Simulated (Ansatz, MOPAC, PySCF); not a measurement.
Species: SiCl, net charge 0, doublet state. SMILES: [Si]Cl
Geometry: optimised at B3LYP-D3(BJ)/def2-TZVP (Ansatz, a program for electronic structure).

PM3 beside other levels, property by property. Set-up: valence correlation only; no spin-orbit coupling; each state is the SCF solution reached for its charge and spin; 6-311+G** with 5d, 6d on Na to Ar in Ansatz; non-relativistic; open shells spin-unrestricted. Basis-set limits of correlation are two-point, X^-3; Hartree-Fock from the larger set (for Q and 5 zeta extrapolated as (X+1)exp(-9√X)). First-principles rows: single points at B3LYP-D3(BJ) geometries (Ansatz), with unscaled harmonic terms from B3LYP/6-31G* at its own minima, enthalpies of formation by atomisation with measured atoms. Semi-empirical rows: MOPAC heats of formation at their own minima for 298 K; differences of heats of formation at the shared geometry for vertical values.

Coupled cluster (Ansatz) is a level with limits of its own, used here on species with T1 under 0.025 (0.045 for open shells) and stable references: (a) CCSD(T)/CBS(aug-cc-pV(T+d)Z,aug-cc-pV(Q+d)Z); (b) CCSD(T)/CBS(cc-pV(Q+d)Z,cc-pV(5+d)Z).

```csv
property,PM3 (MOPAC),B3LYP/6-311+G** (Ansatz),PBE/def2-TZVPD (Ansatz),M06-2X/def2-TZVPD (PySCF),to compare with
enthalpy of formation at 298 K (kcal/mol),28.8,40.8,30.1,31.3,33.5 coupled cluster (b)
vertical ionisation energy to the singlet (eV),6.99,7.63,7.47,7.45,7.51 coupled cluster (a)
vertical electron affinity to the triplet (eV),2.62,1.17,1.05,1.03,1.16 coupled cluster (a)
```

As the rows show:
- enthalpy of formation at 298 K: PM3 lies 4.7 kcal/mol below coupled cluster.
- vertical ionisation energy to the singlet: PM3 lies 0.52 eV below coupled cluster.
- vertical electron affinity to the triplet: PM3 lies 1.46 eV above coupled cluster.

The properties are those with a value to compare with, at most eight drawn at random. No case is left out for the size of its miss. Left out are saddle points of the reference geometry, anions that the best level run finds unbound, excited spin states, species near biochemistry, cases with under five habitual levels, runs that failed or whose electronic state is in doubt, and table entries that another table contradicts.
